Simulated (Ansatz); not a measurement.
`BrB1BC1`. Total charge 0; spin multiplicity 1.

Z-matrix (Å, degrees):
```
B
B 1 1.533
C 1 1.601 2 56.0
Br 1 1.900 2 167.1 3 180.0
H 1 1.485 2 98.8 3 0.2
H 2 1.179 1 161.7 3 179.6
H 3 1.088 1 164.6 2 -179.5
```

List the harmonic frequencies (cm⁻¹, unscaled) at PBE0-D4/def2-TZVP in Ansatz. (Estimate.)

Ansatz gave: 124, 277, 326, 417, 524, 728, 760, 845, 953, 1120, 1356, 1598, 2775, 2818, 3162.

Is this a minimum?

Yes, all 15 modes are real.

Give the ideal-gas thermochemistry at 298.15 K and 1 bar (rigid rotor, harmonic oscillator; point group Cs, symmetry number 1).

Zero-point energy 106.4 kJ/mol; H(298) − E = 122.5 kJ/mol; entropy 308.8 J/(mol·K), of which translation 168.2, rotation 106.1, vibration 34.6; G(298) − E = 30.4 kJ/mol.

And at 400, 500, 600, 800 and 1000 K?


| T (K) | H − E (kJ/mol) | S (J/mol/K) | G − E (kJ/mol) |
| --- | --- | --- | --- |
| 400 | 131.2 | 333.8 | -2.3 |
| 500 | 140.9 | 355.3 | -36.8 |
| 600 | 151.4 | 374.5 | -73.3 |
| 800 | 174.4 | 407.5 | -151.6 |
| 1000 | 199.3 | 435.3 | -236.0 |
